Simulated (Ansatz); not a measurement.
Reaction (silylene loss): `[SiH3][GeH2][Cl]` → `[Cl][GeH3]` + `[SiH2]`

Calculated with Ansatz (gas phase, PBE0-D4/def2-TZVP geometries, no zero-point term in ΔE). CCSD(T)/CBS adds triple-zeta CCSD(T) − MP2 to the extrapolated MP2 energy (def2 sets, frozen cores). This one scheme is used for every species. DFT in def2-TZVPP. For Ge outer-core shells are correlated without core-valence functions, which leaves a few kJ/mol of doubt a bond. Scalar relativity is left out up to krypton.

Problem. Is it downhill or uphill in electronic energy at CCSD(T)/CBS, and by how much? (Estimate.)

Solution. Computed: Uphill: ΔE = +2.64 eV.

Problem. What do these levels give: r2SCAN-D4, ωB97M-V, PBE-QIDH, r2SCAN0, HF/def2-TZVPP, MP2/def2-TZVPP? (Best estimate.)

Solution. Computed: r2SCAN-D4 2.87, ωB97M-V 2.56, PBE-QIDH 2.81, r2SCAN0 2.85, HF/def2-TZVPP 2.37, MP2/def2-TZVPP 2.73 eV.

Largest T1 diagnostic among the species: 0.014.

The D4 term adds +0.13 eV with B3LYP and +0.07 eV with PBE0; it sums over pairs of atoms, weighted by their polarisabilities, and B3LYP, whose exchange is more repulsive, gets the larger term. At CCSD(T), def2-SVP lies −0.23 eV from the extrapolated value and def2-TZVPP −0.09 eV.

B3LYP here is the variant with VWN-RPA as its local correlation; programs differ in this.
